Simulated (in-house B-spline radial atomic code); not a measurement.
Radial electron density of Pb III (Pb2+), [Kr] 4d10 4f14 5s2 5p5 5d10 6s2 6f1. Method: Dirac-Kohn-Sham LDA VWN5, spherical fractional occupations, Fermi nucleus of rms radius 5.5012 fm, inside a hard spherical wall at 7.18 bohr. Calculated with a radial B-spline atomic code at the basis-set limit.

Columns: r (bohr), 4πr²n(r) (electrons per bohr), bar.

```
 0.00047    4.081 #
0.000586    5.729 ##
0.000729    7.969 ##
0.000907    11.01 ###
 0.00113    15.13 ####
 0.00141    20.62 ######
 0.00175    27.59 ########
 0.00218    36.58 ###########
 0.00271    47.54 ##############
 0.00337    60.51 #################
  0.0042    75.18 ######################
 0.00523    90.34 ##########################
 0.00651    104.3 ##############################
  0.0081      115 #################################
  0.0101    120.2 ###################################
  0.0126    118.9 ##################################
  0.0156      113 ################################
  0.0194    107.2 ###############################
  0.0242    108.2 ###############################
  0.0301    120.5 ###################################
  0.0375    139.9 ########################################
  0.0467    153.2 ############################################
  0.0581    148.6 ###########################################
  0.0723    130.9 ######################################
    0.09      122 ###################################
   0.112    134.3 #######################################
    0.14    144.9 ##########################################
   0.174    124.4 ####################################
   0.216    90.85 ##########################
   0.269    83.88 ########################
   0.335    96.37 ############################
   0.417    87.44 #########################
   0.519    56.64 ################
   0.646    33.54 ##########
   0.804    25.59 #######
       1     20.9 ######
    1.25    14.14 ####
    1.55    8.193 ##
    1.93    4.207 #
     2.4    1.888 #
    2.99   0.6116 
    3.72   0.1064 
    4.63   0.1885 
    5.77   0.2723 
    7.11 0.001113
```

On this grid the curve has 5 maxima, near 0.0101, 0.0467, 0.14, 0.335, 5.77 bohr.

The 5p3/2 radial function P(r) = rR(r), positive near the nucleus, with its small component Q(r) (sign convention: Q ≈ (P' + κP/r)/2c):

| r (bohr) | P | Q |
| --- | --- | --- |
| 0.000907 | 0.001454 | -0.0002236 |
| 0.00141 | 0.003304 | -0.0005084 |
| 0.00218 | 0.007347 | -0.001133 |
| 0.00337 | 0.01605 | -0.002484 |
| 0.00523 | 0.03432 | -0.005347 |
| 0.0081 | 0.06998 | -0.01103 |
| 0.0126 | 0.1338 | -0.02154 |
| 0.0194 | 0.2248 | -0.03772 |
| 0.0301 | 0.3111 | -0.05729 |
| 0.0467 | 0.2794 | -0.06699 |
| 0.0723 | -0.005127 | -0.04577 |
| 0.112 | -0.4001 | 0.006881 |
| 0.174 | -0.2661 | 0.03844 |
| 0.269 | 0.4884 | 0.006674 |
| 0.417 | 0.4356 | -0.02441 |
| 0.646 | -0.7488 | -0.005761 |
| 1 | -1.15 | 0.01112 |
| 1.55 | -0.5097 | 0.006038 |
| 2.4 | -0.07749 | 0.0009082 |
| 3.72 | -0.002891 | 3.275e-05 |
